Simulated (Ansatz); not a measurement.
Total energies of mer-VF3(H2O)3 (VO₃F₃H₆) from Ansatz at PBE-D4/def2-TZVPD, gas phase (1 Eh = 27.2114 eV = 2625.5 kJ/mol). The reference geometry is relaxed at r2SCAN-D4/def2-SVP.

```xyz
13

V     0.1007   -0.2875   -0.0187
F     1.0489    0.1747    1.4674
F    -1.1067    0.0387   -1.4078
F     0.3010   -2.0707   -0.0952
O    -0.1086    1.9053   -0.0659
H    -0.3356    2.2553    0.8069
H    -0.8910    1.9812   -0.6365
O     2.0188   -0.1331   -0.9193
H     2.2415   -1.0735   -1.0265
H     2.4434    0.1227   -0.0768
O    -1.7942   -0.6779    0.9060
H    -1.7156   -1.6365    1.0494
H    -2.2025   -0.5987    0.0168
```

```tsv
state	geometry	energy (Eh)
charge 0 triplet	reference	-1472.56828
charge -1 quartet	reference	-1472.56677
charge -1 quartet	relaxed at r2SCAN-D4/def2-SVPD	-1472.59429
```

Other spin states of the ions weren't run at this level and may lie lower.

(1) Work out the vertical electron affinity, to the quartet.

(2) How much does the charge -1 quartet relax, and what is the adiabatic electron affinity?

(1) E(charge 0 triplet) − E(charge -1 quartet) = -1472.56828 − (-1472.56677) = -0.00151 Eh = -0.04 eV; so near zero that its sign isn't settled.

(2) Relaxation: -1472.56677 − (-1472.59429) = 0.02752 Eh = 0.75 eV. Adiabatic electron affinity: 0.02601 Eh = 0.71 eV, without zero-point energy. 

At PBE-D4/def2-TZVPD the highest occupied level of the charge -1 quartet lies above zero (up to 1.82 eV). Energy differences put its binding near zero (-0.04 eV; vertical, to the charge 0 triplet, at PBE-D4/def2-TZVPD), which leaves it undecided. At PBE-D4/def2-TZVPD the highest occupied level of the relaxed charge -1 quartet lies above zero (up to 1.82 eV). By energy differences its removal costs 0.71 eV (each at its own geometry, to the charge 0 triplet, at PBE-D4/def2-TZVPD); the vertical value is larger still, so the positive level points to self-interaction error. At PBE-D4/def2-TZVPD the gap within one spin of the charge -1 quartet nearly closes, so an electron or hole may be smeared out by delocalisation error.
